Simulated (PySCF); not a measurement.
# Electron correlation in O³⁺ (oxygen, charge +3)

[He] 2s2 2p1, 2P determinant. Calculation: PySCF 2.14, in x2c-QZVPPall; the spin-free X2C one-electron Hamiltonian (Gaussian nucleus). Frozen: 1s2; 3 electrons correlated.

```
  level  correlation energy (mhartree)
   CCSD                         -94.15
    (T)                          -1.07
CCSD(T)                         -95.22
  CCSDT                         -95.41
```

Diagnostics: T1 = 0.0055, D1 = 0.0105, largest double amplitude 0.135.

**Question.** Is a single reference adequate?

**Answer.** Mostly. T1 lies below 0.03, but a double amplitude of this size points to a near-degeneracy that CCSD handles and MP2 describes poorly.
